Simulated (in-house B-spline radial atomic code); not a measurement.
Radial electron density of S⁴⁺, [He] 2s2 (2p1/2)1 (2p3/2)4 3s2 (6g7/2)1. Method: Dirac-Hartree-Fock, average of the jj configuration, Fermi nucleus of rms radius 3.2611 fm. Calculated with an all-electron radial atomic-structure program (B-spline basis).

Columns: r (bohr), 4πr²n(r) (electrons per bohr), bar.

```
 0.00366   0.4211 #
 0.00454    0.628 ##
 0.00563     0.93 ##
 0.00699    1.369 ###
 0.00866    1.986 #####
  0.0107    2.832 #######
  0.0133    4.015 ##########
  0.0165    5.563 #############
  0.0205    7.538 ##################
  0.0254    9.873 ########################
  0.0315    12.48 ##############################
  0.0391    15.07 ####################################
  0.0484    17.19 #########################################
    0.06    18.35 ############################################
  0.0745    18.12 ###########################################
  0.0923    16.45 #######################################
   0.114    13.99 ##################################
   0.142    11.76 ############################
   0.176    11.18 ###########################
   0.218    12.57 ##############################
   0.271    14.94 ####################################
   0.336    16.19 #######################################
   0.416    14.72 ###################################
   0.516    10.71 ##########################
    0.64    6.171 ###############
   0.793    3.213 ########
   0.984    2.224 #####
    1.22    2.033 #####
    1.51     1.55 ####
    1.88   0.7778 ##
    2.33   0.2578 #
    2.88  0.09645 
    3.58  0.09487 
    4.43  0.07793 
     5.5   0.0111 
    6.82  0.03065 
    8.46    0.151 
    10.5    0.145 
      13  0.04576 
    16.1 0.004585 
      20 0.0001152 
    24.8 5.952e-07 
    30.7 4.306e-10
```

On this grid the curve has 3 maxima, near 0.06, 0.336, 8.46 bohr.

The 2p3/2 radial function P(r) = rR(r), positive near the nucleus, with its small component Q(r) (sign convention: Q ≈ (P' + κP/r)/2c):

```
r (bohr)         P           Q
 0.00366  0.001766  -5.138e-05
 0.00563  0.004107  -0.0001193
 0.00866  0.009473  -0.0002741
  0.0133   0.02151  -0.0006191
  0.0205   0.04822   -0.001376
  0.0315    0.1044   -0.002941
  0.0484    0.2163   -0.005975
  0.0745    0.4213    -0.01131
   0.114    0.7409    -0.01918
   0.176     1.148    -0.02839
   0.271     1.456    -0.03405
   0.416     1.396    -0.03062
    0.64    0.9004    -0.01849
   0.984    0.3267   -0.006319
    1.51   0.05151  -0.0009395
    2.33  0.002409  -4.019e-05
```
